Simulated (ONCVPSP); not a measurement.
**Before and after: ONCV potential for bismuth (Bi)**

| Property | Result |
| --- | --- |
| Element | Bi (Z = 83) |
| Generator | ONCVPSP 4.0.1 |
| Type | optimised norm-conserving Vanderbilt (ONCV) |
| Functional | BLYP |
| Relativity | non-relativistic |
| Frozen core | [Xe] 4f14 |
| Valence charge | 15 |
| Reference configuration | 5d10 6s2 6p2 (charge +1) |
| Partial waves | 6s: rc 2.20 bohr, ncon 5, nbas 8, qcut 2.5 1/bohr, 2 projectors, debl 2.4 Ha; 6p: rc 2.40 bohr, ncon 4, nbas 8, qcut 3.1 1/bohr, 2 projectors, debl 2.2 Ha; 5d: rc 1.85 bohr, ncon 5, nbas 9, qcut 7.7 1/bohr, 3 projectors, debl 2.7 Ha |
| Local potential | polynomial inside 1.65 bohr (lpopt 5, dvloc0 1 Ha) |
| Core correction | Teter function fitted to the true core (icmod 2), fcfact 0.7 |

All-electron outer shells of the reference configuration (BLYP, non-relativistic, ld1.x):

```tsv
shell	level (eV)	outermost node (bohr)	outermost maximum (bohr)
5s	-133.22	0.49	0.86
5p	-97.29	0.50	0.90
5d	-38.60	0.51	1.03
6s	-18.53	1.10	2.08
6p	-11.37	1.19	2.44
```

Change: d: rc 1.26; local potential polynomial inside 1.26 bohr (lpopt 5, dvloc0 1 Ha).

Cutoffs: the cutoffs (Ha) at which the residual kinetic energy of the hardest occupied pseudo-wave falls to 1 and 0.1 mHa per electron; they do not see the model core or the augmentation charge, which bear on the density cutoff. Errors are all-electron minus pseudo energies relative to the spin-unpolarised reference configuration.

Predict the effect on cutoff, ghosts and configuration errors.

The potential gets harder (25 Ha and 28 Ha → 26 Ha and 144 Ha); a bound ghost appears in p, s, which as a rule spoils a file; the lowest positive-energy flag moves from s at 1.0 eV to s at 114.4 eV; of the 4 tests that both files solve, the error grows in 1 and shrinks in 3 by more than 15 % and 0.3 meV (median size 2.0 → 1.2 meV); the range in which the s phases agree widens (upper end 0.0 → 3.0). A smaller radius makes the pseudo-wave follow the all-electron one further in, where it bends more sharply, so more plane waves are needed.

| quantity | base | changed |
| --- | --- | --- |
| cutoff, loose | 25 Ha | 26 Ha |
| cutoff, tight | 28 Ha | 144 Ha |
| loose cutoff by channel | s 18 Ha, p 5.7 Ha, d 25 Ha | s 18 Ha, p 5.7 Ha, d 26 Ha |
| bound ghosts | none | s, p |
| GHOST(+) flags under 300 eV | s at 1.0 eV, p at 67.5 eV | s at 114.4 eV |
| error for 5d10 6s2 6p3, meV [ΔE -7.90 eV] | +1.3 | -0.2 |
| error for 5d10 6s2 6p1, meV [ΔE 15.12 eV] | +2.7 | +1.6 |
| error for 5d10 6s2 6p0, meV [ΔE 38.20 eV] | +15 | +12 |
| error for 5d10 6s1 6p4, meV [ΔE -1.17 eV] | -0.1 | -0.7 |
| s: phases at 2.24 bohr within 0.05 rad from the reference energy up to (Ha; the scan ends near 5) | 0.0 | 3.0 |
| p: phases at 2.43 bohr within 0.05 rad from the reference energy up to (Ha; the scan ends near 5) | 2.4 | 3.0 |
| rms error of d²Exc/dni dnj with the model core, mHa | 0.64 | 0.63 |

 A true bound ghost makes a file unfit for plane-wave use even where its test errors are small: the radial tests pick states by their node count and pass the ghost by.
